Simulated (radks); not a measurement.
Results of a calculation; reference values are marked as such.
Task: Hf LV, configuration [Ar]. Code: a radial shooting solver on a logarithmic mesh with Libxc functionals. Model: scalar-relativistic Kohn-Sham, exchange-only LDA, spin-polarised, spherical densities, point nucleus. Some entries of the table are withheld. Estimate them.

orbital  occ.  eigenvalue (eV)  <r^2> (bohr^2)
1s          2        -69080.32             (1)
2s          2        -14908.16        0.007506
2p          6        -13573.26        0.006142
3s          2        -5783.656             (2)
3p          6        -5386.015         0.04232

Result: 
(1) 1s <r^2> (bohr^2): 0.0004954
(2) 3s <r^2> (bohr^2): 0.04323
